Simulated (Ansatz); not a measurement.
Frontier orbitals of Al₂BH₆ISi.

Cartesian coordinates in Å:
```
B -0.945 2.594 1.323
Al 0.779 1.450 1.071
I -1.286 1.339 -0.806
Al 1.115 -0.170 -0.879
Si 0.413 -2.480 -0.466
H -1.823 2.179 2.023
H -0.959 3.735 0.962
H 1.930 0.337 -2.144
H -0.325 -3.071 -1.619
H 1.584 -3.363 -0.188
H -0.485 -2.550 0.723
```

Total charge 0; spin multiplicity 1. Correlated methods include outer-core shells of I, which these sets cover unevenly. I takes the def2 core potential. The bonds changed during the relaxation, so this is another structure than the one it started from. All single points use the PBE0-D4/def2-TZVP geometry. It is one conformer, not always the lowest. Basis def2-TZVPP, Ansatz 0.2.0.

Orbital energies of one run (eV). Highest occupied ones, from the top: -7.71, -8.75, -9.15, -9.52, -10.01, -11.05, -11.08, -11.47, -11.66, -13.51, -15.72, -16.58, -21.77, -54.34. Empty: -1.25, -1.16, -0.23, 0.24, 1.21, 1.31.

(1) Which functional gave them?
A. LC-ωPBE
B. revPBE
C. HSE06 (plane-wave form)
D. CAM-B3LYP

## Answers

(1) D. HOMO energies: CAM-B3LYP -7.71, revPBE -5.59, LC-ωPBE -8.94, HSE06 -6.18 eV.

LC-ωPBE has ω = 0.4 bohr⁻¹.
